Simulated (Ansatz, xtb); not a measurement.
**Relaxing a trial structure of AlBGeH3**

The starting geometry of this gas-phase doublet was built from a drawn formula by distance geometry; its bonds are those of `[H]/[B]=[GeH]/[AlH]`.

```xyz
6

Al    0.0400   -2.1786   -1.0759
B    -2.5461   -0.5176    0.8849
Ge   -0.7325   -0.6387    0.2277
H    -3.3560    0.0319    1.4820
H     0.1895    0.0915    1.2965
H     1.4598   -2.1992   -1.8329
```

**Question.** Predict what becomes of its bonds when it is optimised with r2SCAN-D4/def2-SVP.

**Answer.** It rearranges to `[BH]1[AlH][GeH]1`. Contacts that close: Al1–B2 (3.65 → 2.19 Å).

The energy falls by 1.71 eV over 24 steps:

```tsv
step	E − E(last) (eV)
1	1.707
4	1.004
6	0.985
9	0.973
11	0.947
14	0.602
16	0.287
19	0.026
21	0.001
24	0.000
```

Final geometry (Å):

```
atom    x (Å)    y (Å)    z (Å)
  Al  -0.2713  -1.7515  -0.6606
   B  -1.8712  -0.8311   0.5271
  Ge  -0.3052   0.3338   0.4055
   H  -3.0206  -1.1331   0.7211
   H   0.4112   0.8805   1.6659
   H   0.1119  -2.9094  -1.6766
```

From the same start GFN2-xTB ends elsewhere, differing in B2–H5 (1.19 against 3.07 Å here), Ge3–H5 (2.95 against 1.55 Å here).

The end wasn't checked by frequencies. Open shells are spin-unrestricted. Run with Ansatz 0.2.0, 4.4 min on 1 thread of Arm Neoverse V1, with other jobs on the host.
